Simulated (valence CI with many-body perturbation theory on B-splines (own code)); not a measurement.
The numbers below are computed, except where a source is named.
## Te II: magnetic and hyperfine properties of the levels

Method: configuration interaction combined with many-body perturbation theory (CI+MBPT): five valence electrons over a frozen Dirac-Fock core [Kr] 4d10, radial functions for each j: 9 s, 9 p, 8 d, 6 f, 3 g, 1 h, with the one-electron correlation potential Σ1 (screened to all orders), the two-electron term Σ2, the three-electron term Σ3, Breit, model QED; selected single and double excitations, second order for the rest, scaled by the run's own slope (own B-spline code, finite nucleus).

Set against measurement, 14 paired levels are off by 107 cm⁻¹ on average, the worst by 342. These come from a selection out of the NIST Handbook of Basic Atomic Spectroscopic Data. Levels without a partner in it may be off by more. Among the levels kept, up to 1100 cm⁻¹ of a level comes from second order outside the variational space, and about a tenth of that is noise between levels of different J, which matters for small intervals.

A/g_I is the dipole constant over the nuclear g factor μ/I (μ in nuclear magnetons, uniformly magnetised nucleus), B/Q the quadrupole constant per barn. Both hold the static response of the core; the bare values leave it out. Large factors of s and p1/2 electrons are usually good to 5 to 10 %; those of open d and f shells near neutrality can be off by tens of per cent, and small factors of p3/2, d and f electrons come from cancelling terms and can be off by a factor of two or in sign, in half-filled shells by more. B is blank for J = 1/2, where it vanishes, and for nearly pure S terms. Energies count from the lowest level.

Names give the largest LS component (configuration and term), which can be under half, so a name can repeat, a term be missing and a line seem to break the LS rules; names also repeat where a configuration has a term twice. Letters in brackets count levels of one name in rising energy.

| Level | E (eV) | g | A/g_I (MHz) | A/g_I bare | B/Q (MHz/b) | B/Q bare |
| --- | --- | --- | --- | --- | --- | --- |
| 5s²5p³ ⁴S°_3/2 | 0.000 | 1.948 | -117 | -315 |  |  |
| 5s²5p³ ²D°_3/2 | 1.266 | 0.917 | 551 | 540 | 1440 | 1210 |
| 5s²5p³ ²D°_5/2 | 1.536 | 1.200 | 1570 | 1390 | -49.3 | -39.5 |
| 5s²5p³ ²P°_1/2 | 2.545 | 0.666 | 5130 | 4720 |  |  |
| 5s²5p³ ²P°_3/2 | 2.976 | 1.270 | 744 | 626 | -1510 | -1280 |
| 5s5p⁴ ⁴P_5/2 | 8.785 | 1.585 | 4640 | 4140 | 1140 | 962 |
| 5s5p⁴ ⁴P_3/2 | 9.243 | 1.706 | 3910 | 3450 | -1010 | -847 |
| 5s5p⁴ ⁴P_1/2 | 9.421 | 2.637 | 10900 | 9650 |  |  |
| 5s²5p²6s ⁴P_1/2 | 9.733 | 2.289 | 3730 | 3350 |  |  |
| 5s²5p²5d ²P_3/2 | 10.143 | 1.041 | 340 | 292 | -330 | -299 |
| 5s²5p²6s ⁴P_3/2 | 10.262 | 1.523 | 773 | 652 | 940 | 788 |
| 5s²5p²6s ²P_1/2 | 10.374 | 1.046 | -1350 | -1300 |  |  |
| 5s²5p²5d ⁴F_5/2 | 10.529 | 1.091 | 560 | 509 | -232 | -233 |
| 5s²5p²5d ⁴F_3/2 | 10.547 | 0.870 | -86.6 | -83.7 | -387 | -347 |
| 5s²5p²6s ⁴P_5/2 | 10.620 | 1.489 | 2350 | 2080 | -1010 | -860 |
| 5s5p⁴ ²D_3/2 | 10.745 | 0.939 | -346 | -347 | -929 | -789 |
| 5s5p⁴ ²D_5/2 | 10.810 | 1.259 | 3180 | 2880 | -1790 | -1510 |
| 5s²5p²5d ⁴F_7/2 | 10.881 | 1.263 | -0.0280 | -36.3 | 329 | 220 |
| 5s²5p²5d ⁴D_1/2 [a] | 10.993 | 0.353 | 2280 | 2160 |  |  |
| 5s²5p²5d ²F_5/2 | 11.011 | 0.940 | 1230 | 1110 | -849 | -738 |
| 5s²5p²6s ²P_3/2 | 11.021 | 1.169 | 1210 | 1040 | -538 | -453 |
| 5s²5p²5d ⁴F_9/2 | 11.206 | 1.310 | 596 | 492 | -1330 | -1190 |
| 5s²5p²5d ²F_7/2 | 11.241 | 1.254 | 610 | 507 | 157 | 108 |
| 5s²5p²5d ⁴D_3/2 | 11.412 | 1.128 | -77.1 | -100 | -896 | -752 |
| 5s²5p²5d ⁴D_1/2 [b] | 11.476 | 0.416 | -342 | -190 |  |  |
| 5s²5p²5d ⁴D_5/2 | 11.492 | 1.242 | 886 | 778 | -694 | -590 |
| 5s²5p²6p ⁴D°_1/2 | 11.642 | 0.792 | 829 | 730 |  |  |
| 5s²5p²6s ²D_5/2 | 11.771 | 1.274 | 1790 | 1630 | 2510 | 2130 |
| 5s²5p²6s ²D_3/2 | 11.814 | 0.976 | 393 | 323 | 1230 | 1040 |
| 5s²5p²6p ⁴D°_3/2 [a] | 11.910 | 1.321 | 162 | 132 | 158 | 134 |
| 5s²5p²5d ⁴D_7/2 | 11.956 | 1.244 | 468 | 386 | 351 | 273 |
| 5s²5p²6p ²S°_1/2 | 12.110 | 1.253 | -869 | -891 |  |  |
| 5s²5p²5d ⁴P_5/2 | 12.318 | 1.513 | 633 | 490 | 566 | 481 |
| 5s²5p²6p ⁴D°_3/2 [b] | 12.337 | 1.256 | 488 | 381 | 26.2 | 19.4 |
| 5s²5p²6p ⁴D°_5/2 | 12.400 | 1.394 | 0.110 | -50.5 | 976 | 823 |
| 5s²5p²5d ²G_7/2 | 12.499 | 0.963 | 870 | 790 | 2110 | 1730 |
| 5s²5p²5d ⁴P_3/2 | 12.505 | 1.548 | 684 | 534 | -70.9 | -55.9 |
| 5s²5p²5d ²S_1/2 | 12.529 | 2.080 | 7650 | 6890 |  |  |
| 5s²5p²6p ²D°_3/2 | 12.538 | 1.309 | 486 | 411 | -612 | -514 |
| 5s²5p²6p ⁴P°_1/2 | 12.557 | 2.329 | -1220 | -1260 |  |  |

Question: Take the isotope of mass number 125, with I = 1/2, μ = -0.887 μN. What is the hyperfine structure of 5s²5p³ ²P°_3/2?

Answer: From the table A = -1320 MHz. Shifts from the centre of gravity in MHz: F = 1: 1650, F = 2: -990.
